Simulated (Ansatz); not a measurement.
From C to Sn: the dipole moment

One atom is swapped for its congeners: C2H3Cl3 (1,1,1-trichloroethane) `CC(Cl)(Cl)Cl`; Si(CH3)Cl3 (methyltrichlorosilane); Ge(CH3)Cl3 (trichloro(methyl)germane); Sn(CH3)Cl3 (methyltin trichloride). All are singlets with charge 0.

Shapes, held fixed at every level: PBE0-D4/def2-TZVP. Programs: Ansatz 0.2.0. Values in D.

Problem. How should the dipole moment change along the series?

Solution. At wB97M-V/def2-TZVPP the dipole moment rises at every step, from 1.76 to 3.32 D. Every level shows the same order. Measured values: NIST CCCBDB. For atoms past krypton def2 sets carry core potentials with scalar relativity. Relativity is left out for Ge unless named.

```tsv
level	C2H3Cl3	Si(CH3)Cl3	Ge(CH3)Cl3	Sn(CH3)Cl3
PBE-D4/def2-TZVPP	1.73	1.90	2.59	3.29
r2SCAN-D4/def2-TZVPP	1.85	1.96	2.68	3.41
B3LYP-D4/def2-TZVPP	1.77	1.92	2.64	3.36
wB97M-V/def2-TZVPP	1.76	1.92	2.62	3.32
measured	1.78	–	–	–
```
